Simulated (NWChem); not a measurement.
Molecule: C3H6OSi; SMILES C(#C)CO[SiH3]

```xyz
11

C      0.3446     3.0852     0.0000
C     -0.0842     1.9539     0.0000
C     -0.6300     0.5987     0.0000
O      0.3924    -0.3604     0.0000
Si     0.1242    -2.0072     0.0000
H      0.7317     4.0876     0.0000
H     -1.2842     0.4855     0.8878
H     -1.2842     0.4855    -0.8878
H      1.4650    -2.6474     0.0000
H     -0.6515    -2.4168     1.2131
H     -0.6515    -2.4168    -1.2131
```
Atoms are numbered in this order, from 1.

Results from NWChem. Pople sets run with spherical d functions. STO-3G and 3-21G are far too small for this property and stand as cheap habits. The geometry was optimised at PBE0/def2-SVP. GIAO values for the isolated, static molecule; σ is the absolute isotropic shielding, δ = σ(reference) − σ with the isolated reference molecule computed at the same levels (13C: tetramethylsilane, 1H: tetramethylsilane, 17O: water, 29Si: tetramethylsilane).

For level Hartree-Fock/6-31G*:

| Property | Result |
|---|---|
| δ C1 (ppm) | 73.9 |
| δ C2 (ppm) | 71.1 |
| δ O4 (ppm) | -19.2 |
| δ Si5 (ppm) | -21.3 |
| δ H6 (ppm) | 2.74 |
| δ H9 (rotor mean) (ppm) | 4.75 |

Problem. Estimate the same quantities for level Hartree-Fock/STO-3G.

Solution. 
| Quantity | Result |
|---|---|
| δ C1 (ppm) | 76.9 |
| δ C2 (ppm) | 63.8 |
| δ O4 (ppm) | -110.9 |
| δ Si5 (ppm) | -37.7 |
| δ H6 (ppm) | 2.94 |
| δ H9 (rotor mean) (ppm) | 2.00 |
